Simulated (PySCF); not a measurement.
CH6B2O2.
SMILES: `B(OC)OB`

A linear-response calculation (PySCF, def2-SVPD basis, gas phase, vertical, core orbitals frozen in the response) gave these numbers; the functional is withheld.

Orbital energies (eV): HOMO-3 -11.37, HOMO-2 -10.94, HOMO-1 -10.92, HOMO -9.77, LUMO 0.23, LUMO+1 0.97, LUMO+2 1.40.

| state | E (eV) | f | main configurations (H = HOMO, L = LUMO) |
| --- | --- | --- | --- |
| S1 | 5.79 | 0.0000 | H→L (86%), H-2→L (10%) |
| S2 | 7.89 | 0.0090 | H→L+1 (89%) |
| S3 | 8.03 | 0.233 | H→L+2 (82%), H-1→L (8%) |
| S4 | 8.29 | 0.0043 | H-2→L (65%), H-1→L (12%), H→L (10%) |
| S5 | 8.41 | 0.015 | H-1→L (49%), H-3→L (23%), H-2→L (11%) |
| S6 | 8.51 | 0.028 | H-1→L+2 (82%) |

Triplets (Tamm–Dancoff): T1 5.27 eV, H→L (81%), H-2→L (12%); T2 7.12 eV, H→L+2 (74%); T3 7.27 eV, H-3→L (62%), H-4→L (11%), H-1→L (10%); T4 7.73 eV, H-1→L+2 (53%), H-3→L+2 (29%).

Vertical ionisation energy by ΔSCF with the same functional: 10.76 eV. Mean static polarisability: 50.5 au.

Problem. Which of these was used?
A. HF
B. PBE0
C. CAM-B3LYP
D. PBE

Solution. C. CAM-B3LYP is range-separated, 19% exact exchange at short range and 65% at long range (ω = 0.33 bohr⁻¹). In this run −ε(HOMO) = 9.77 eV differs from the ΔSCF value by -0.99 eV, and S1 differs from the orbital gap of 10.00 eV by -4.21 eV. The ratio −ε(HOMO)/IP is 0.91. Usual ranges for neutral molecules in this basis: 0.85 to 0.93 with CAM-B3LYP, 0.5 to 0.7 with PBE, 0.7 to 0.83 with PBE0; with Hartree–Fock the ratio is 1 or more (Koopmans' value less the relaxation energy is the ΔSCF value).

Computed with PySCF, TDDFT CAM-B3LYP/def2-SVPD, vertical, gas phase, core orbitals frozen in the response. Isolated species at its PBE0-D3(BJ)/def2-SVP geometry (one conformer only).
